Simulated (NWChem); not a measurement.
Molecule: chlorobenzene (C$_{6}$H$_{5}$Cl); SMILES c1c(Cl)cccc1

```xyz
12

Cl     0.0000     0.0000    -2.2509
C      0.0000     0.0000    -0.5167
C      0.0000     1.2138     0.1700
C      0.0000     1.2057     1.5635
C      0.0000     0.0000     2.2639
C      0.0000    -1.2057     1.5635
C      0.0000    -1.2138     0.1700
H      0.0000     2.1511    -0.3891
H      0.0000     2.1551     2.1047
H      0.0000     0.0000     3.3562
H      0.0000    -2.1551     2.1047
H      0.0000    -2.1511    -0.3891
```
Atoms are numbered in this order, from 1.

Results from NWChem. Pople sets run with spherical d functions. STO-3G and 3-21G are far too small for this property and stand as cheap habits. Structure relaxed at the PBE0/def2-SVP level. GIAO values for the isolated, static molecule; σ is the absolute isotropic shielding, δ = σ(reference) − σ with the isolated reference molecule computed at the same levels (13C: tetramethylsilane, 1H: tetramethylsilane).

```
level                                 σ Cl1 (ppm)  δ C2 (ppm)  δ C3 (ppm)  δ C4 (ppm)  δ C5 (ppm)  δ H8 (ppm)  δ H9 (ppm)
------------------------------------  -----------  ----------  ----------  ----------  ----------  ----------  ----------
Hartree-Fock/6-31G*                         839.5       135.6       127.9       127.4       125.1        7.42        7.44
Hartree-Fock/STO-3G                        1000.4       129.6       122.7       123.3       122.7        7.70        7.75
B3LYP/6-31G*                                739.5       133.6       121.6       121.3       118.2        6.99        7.06
KT2/pcSseg-1                                690.6       136.9       124.7       124.4       120.5        7.12        7.08
LDA (Slater exchange, VWN5)/pcSseg-1        649.4       151.4       137.5       138.2       133.9        7.39        7.37
```
